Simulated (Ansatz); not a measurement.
Born–Oppenheimer molecular dynamics of H$_{4}$O$_{3}$Si (8 atoms, charge 0, multiplicity 1). It starts from a relaxed structure.

Level of theory: RKS PBE0-D4/STO-3G in Ansatz 0.2.0.

| Property | Result |
| --- | --- |
| ensemble | NVT, Nosé–Hoover chain |
| time step | 0.25 fs |
| steps asked | 500 |
| set temperature | 1500 K |
| thermostat | time constant 100 fs, chain length 5 |
| temperature schedule | 125 steps to 1500 K, then 375 steps to 10 K |
| seed | 879529 |

First frame:

```xyz
8
Properties=species:S:1:pos:R:3
Si -0.126 -0.031 -0.026
O 0.159 -0.151 1.651
H -0.733 0.065 2.084
O 1.414 -0.186 -0.724
H 1.901 -0.834 -0.112
H -0.711 1.211 -0.481
O -1.232 -1.220 -0.528
H -0.822 -2.103 -0.236
```

(1) What does the run give?

(2) What happens to the structure?

(3) How do temperature and energy run in time?

Answers

(1) All steps were run.

| Property | Result |
| --- | --- |
| steps done | 500 |
| time covered | 125 fs |
| mean temperature over the second half | 848 K |
| spread of the potential energy over the second half | 25.3 meV per atom |
| mean potential energy of the second half above the start | 90.3 meV per atom |

The conserved energy stayed within 0.069 meV per atom of its start (net change 0.057 meV per atom), so the integration is sound. The schedule's set-point averaged 507 K over the second half and the system 848 K, so it lags behind the ramp. A run of 0.12 ps of so small a system gives no equilibrium averages. Limits of this set-up: minimal basis.

(2) The same pairs are bonded in the first frame and the last. Pairs count as bonded within 1.25 times the sum of covalent radii (0.12 Å more for H–H). Another seed would give other details.

(3) 
| time (fs) | T (K) | potential energy less start (eV) | conserved less start (meV/atom) |
| --- | --- | --- | --- |
| 0.0 | 1500 | 0.000 | 0.00 |
| 10.2 | 612 | 0.690 | 0.06 |
| 20.5 | 738 | 0.600 | 0.04 |
| 30.8 | 399 | 0.874 | 0.03 |
| 41.0 | 877 | 0.524 | 0.04 |
| 51.2 | 1034 | 0.431 | 0.03 |
| 61.5 | 779 | 0.667 | 0.04 |
| 71.8 | 1065 | 0.496 | 0.04 |
| 82.0 | 963 | 0.612 | 0.03 |
| 92.2 | 585 | 0.938 | 0.03 |
| 102.5 | 513 | 1.019 | 0.06 |
| 112.8 | 658 | 0.924 | 0.06 |
| 123.0 | 1231 | 0.434 | 0.00 |

Run time: 11 min on 1 thread of Arm Neoverse V1 (shared host), peak memory 0.086 GiB.
